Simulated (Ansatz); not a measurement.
The cluster Li₄F₅⁻, 9 atoms. Hardware: 4 threads of Arm Neoverse V1 on a shared host.

Correlated methods freeze 5 core orbitals; core or outer-core shells of Li are correlated, in sets that lack core-valence functions.

**Question.** How many basis functions does each of these Ansatz runs have, and roughly what does it cost? MP2/def2-TZVPD, charge -1 singlet, energy, from earlier orbitals; B3LYP-D4/def2-SVPD, charge -1 singlet, relaxation, 17 steps; PBE-D4/def2-TZVPD, charge -1 singlet, energy and forces, from earlier orbitals; BHLYP-D4/def2-TZVPD, charge -1 singlet, energy, from earlier orbitals; r2SCAN0-D4/def2-TZVPD, charge -1 singlet, energy, from earlier orbitals; r2SCAN-D4/def2-TZVPD, charge -1 singlet, energy, from earlier orbitals; PBE0-D4/def2-TZVPD, charge -1 singlet, energy, from earlier orbitals; BLYP-D4/def2-TZVPD, charge -1 singlet, energy, from earlier orbitals; CCSD(T)/def2-SVPD, charge -1 singlet, energy, from earlier orbitals.

**Answer.** Other jobs shared the machine, so times can vary by a factor of up to 3. A dash marks memory too small to be measured apart from the calling script's.

```csv
run,functions,fitting or Cholesky vectors,wall time,peak host memory (GiB)
"PBE-D4/def2-TZVPD, charge -1 singlet, energy and forces, from earlier orbitals",268,1645,3.8 s,–
"PBE0-D4/def2-TZVPD, charge -1 singlet, energy, from earlier orbitals",268,1645,4.2 s,0.76
"BLYP-D4/def2-TZVPD, charge -1 singlet, energy, from earlier orbitals",268,1645,4.4 s,–
"r2SCAN-D4/def2-TZVPD, charge -1 singlet, energy, from earlier orbitals",268,1645,4.7 s,–
"BHLYP-D4/def2-TZVPD, charge -1 singlet, energy, from earlier orbitals",268,1755,4.8 s,0.79
"MP2/def2-TZVPD, charge -1 singlet, energy, from earlier orbitals",268,2041,4.9 s,0.73
"r2SCAN0-D4/def2-TZVPD, charge -1 singlet, energy, from earlier orbitals",268,1645,7 s,0.81
"B3LYP-D4/def2-SVPD, charge -1 singlet, relaxation, 17 steps",163,1882,50 s,–
"CCSD(T)/def2-SVPD, charge -1 singlet, energy, from earlier orbitals",163,1773,90 s,2.2
```
